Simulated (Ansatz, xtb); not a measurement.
Ligand exchange: NaBr + BH2F → NaF + BH2Br

Gas-phase species: NaBr, singlet; BH2F `BF`, singlet; NaF, singlet; BH2Br `BBr`, singlet. The partners trade Br for F: Na–Br and B–F bonds give way to Na–F and B–Br.

Shapes, held fixed at every level: PBE0-D4/def2-TZVP. Programs: Ansatz 0.2.0, xtb 6.7.1. The zero-point and thermal change to 298 K, harmonic and unscaled (PBE0-D4/def2-TZVP), is -3.8 kJ/mol.

**Question.** Estimate ΔH(298 K) of this reaction.

**Answer.** The highest level, CCSD(T)/def2-TZVPP, gives ΔH(298 K) = +152.6 kJ/mol; the levels span +39.6 to +200.0. GFN1-xTB strays far from the other rows. The column of differences is taken from that level and isn't an error. No measured value is set beside it here. Relativity is left out for Br. Outer-core shells of Br, Na are correlated, in sets that cover them unevenly. Sets without diffuse functions underbind ionic bonds of s-block metals.

```
                level                    kind  ΔH(298 K) (kJ/mol)  less CCSD(T)/def2-TZVPP
             GFN1-xTB          semi-empirical               +39.6                   -113.0
          HF/def2-SVP            Hartree–Fock              +200.0                    +47.4
        HF/def2-TZVPP            Hartree–Fock              +193.4                    +40.8
     SPW92/def2-TZVPP                     LDA              +143.9                     -8.7
 r2SCAN-D4/def2-TZVPP                meta-GGA              +151.9                     -0.7
r2SCAN0-D4/def2-TZVPP           global hybrid              +160.3                     +7.7
   wB97M-V/def2-TZVPP  range-separated hybrid              +155.9                     +3.3
    B2PLYP/def2-TZVPP           double hybrid              +152.7                     +0.1
   CCSD(T)/def2-TZVPP   coupled cluster or CI              +152.6                      0.0
```
